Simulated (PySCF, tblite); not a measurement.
Isomers of C4H8FO2Si (doublet state), one GFN2-xTB conformer each. Single-point energies are computed at B3LYP/pcH-1 (PySCF, gas phase, no added dispersion term), electronic only. GFN2-xTB treats the open shell by occupation alone, and not every SCF solution was tested for stability.

```json
{"SMILES": "CO[Si@@H](F)/C=C\\[CH]O", "GFN2-xTB relative energy (kcal/mol)": "0.0"}
{"SMILES": "[CH2]O[Si@](F)(C=C)OC", "GFN2-xTB relative energy (kcal/mol)": "5.2"}
{"SMILES": "CO[Si](F)/C=C\\CO", "GFN2-xTB relative energy (kcal/mol)": "18.9"}
```

Conformers: `[CH3:1][O:2][Si@@H:3]([F:4])/[CH:5]=[CH:6]\[CH:7][OH:8]` (doublet state) with C1–O2–Si3–F4 53°, O2–Si3–C5–C6 44°, C5–C6–C7–O8 -179°, C6–C7–O8–H 1°; `[CH2:1][O:2][Si@:3]([F:4])([CH:5]=[CH2:6])[O:7][CH3:8]` (doublet state) with H–C1–O2–Si3 21° and -174°, C1–O2–Si3–F4 -164°, O2–Si3–C5–C6 108°, O2–Si3–O7–C8 -175°; `[CH3:1][O:2][Si:3]([F:4])/[CH:5]=[CH:6]\[CH2:7][OH:8]` (doublet state) with C1–O2–Si3–F4 24°, O2–Si3–C5–C6 72°, C5–C6–C7–O8 -3°, C6–C7–O8–H -73°.

What does B3LYP/pcH-1 give for the same structures?

```json
{"SMILES": "[CH2]O[Si@](F)(C=C)OC", "B3LYP/pcH-1 E (Eh)": "-697.12135", "B3LYP/pcH-1 (kcal/mol)": "0.0", "GFN2-xTB (kcal/mol)": "5.2", "point group": "C1"}
{"SMILES": "CO[Si@@H](F)/C=C\\[CH]O", "B3LYP/pcH-1 E (Eh)": "-697.10810", "B3LYP/pcH-1 (kcal/mol)": "8.3", "GFN2-xTB (kcal/mol)": "0.0", "point group": "C1"}
{"SMILES": "CO[Si](F)/C=C\\CO", "B3LYP/pcH-1 E (Eh)": "-697.08834", "B3LYP/pcH-1 (kcal/mol)": "20.7", "GFN2-xTB (kcal/mol)": "18.9", "point group": "C1"}
```

GFN2-xTB puts CO[Si@@H](F)/C=C\[CH]O lowest instead; measured from each level's own lowest isomer, the values differ by up to 8.3 kcal/mol (CO[Si@@H](F)/C=C\[CH]O: 0.0 against 8.3). As drawn, the highest has an O–H bond, which the lowest lacks.

What happens when harmonic zero-point energies from GFN2-xTB frequencies are added?

| SMILES | ZPE (kcal/mol) | electronic (kcal/mol) | with ZPE (kcal/mol) |
| --- | --- | --- | --- |
| [CH2]O[Si@](F)(C=C)OC | 70.8 | 0.0 | 0.0 |
| CO[Si@@H](F)/C=C\[CH]O | 71.2 | 8.3 | 8.7 |
| CO[Si](F)/C=C\CO | 73.6 | 20.7 | 23.5 |

The zero-point energies span 2.8 kcal/mol. The order is unchanged.
